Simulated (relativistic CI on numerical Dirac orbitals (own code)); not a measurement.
Computed by Dirac-Coulomb-Breit CI, KLI orbitals optimised for each configuration, QED by a radiative potential, unscaled Slater integrals (own radial code, finite nucleus).

The strongest absorption lines from the ground level of an ion, among the configurations computed and to levels below about 124 eV (vacuum wavelength in nm, gf): 13.797 (0.21), 20.345 (0.015), 22.397 (0.1), 23.320 (2.2), 26.799 (0.049), 29.090 (0.3), 35.001 (0.081), 40.362 (0.2).

Task: Which ion is it?
A. Ru12+
B. Pd14+
C. Mo10+
D. Mo8+

Result: C. Mo10+ has 32 electrons and the ground level 4s2.4p2 3P_0; the strongest line goes to 4s2.4p.4d 3D°_1. The pattern of lines fixes the number of electrons, and along that sequence the line energies rise steadily with the charge (about as its square where n changes within one kind of shell, about linearly where n is kept but much faster in heavy ions where fine structure, which grows about as Z⁴, sets the gap, and irregularly where shells cross), which fixes Z. Configurations outside the model, such as inner-shell arrays, can give stronger lines. At this charge energies of transitions that change n are usually good to better than 1 %, and those within a shell (Δn = 0) to a few per cent.

LS names give the leading component of a level, which can be under half, so a name can repeat, a term be missing and a line seem to break the LS rules.
